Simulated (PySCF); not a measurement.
## Dipole response of Ru²⁺ (ruthenium, charge +2)

[Kr] 4d6, high-spin 5D determinant. All numbers are calculated (PySCF 2.14, scalar relativity by spin-free X2C-1e, in aug-cc-pVTZ-DK (9s8p6d3f2g, 102 functions)). Coupled (time-dependent) response in atomic units; α is the mean over directions.

```
method  mean α (bohr³)         α xx, yy, zz  C₆ (like pair)  S(−4)
  PBE0           8.135  8.440, 8.440, 7.525           43.65  19.60
```

S(−4) is the Cauchy moment in α(ω) = α(0) + S(−4) ω² + …

Spin-orbit coupling is absent.

α(iu) at PBE0:

```
u (hartree)  α(iu) (bohr³)
          0          8.135
     0.0500          8.086
      0.100          7.947
      0.200          7.467
      0.300          6.856
      0.500          5.657
      0.750          4.476
       1.00          3.605
       1.50          2.455
       2.00          1.759
       3.00          1.009
       5.00         0.4454
```

A single London oscillator, α(iu) = α/(1 + u²/ω²), gives C₆ = (3/4) ω α². Matching the computed C₆ needs ω = 4 × 43.65 / (3 × 8.135²) = 0.879 hartree.

For an ion, C₆ is the dispersion term alone; charge-induced terms of lower order in 1/R come first.

The components differ because the open shell of this determinant is not spherical; for a pure term their mean is the scalar polarisability.
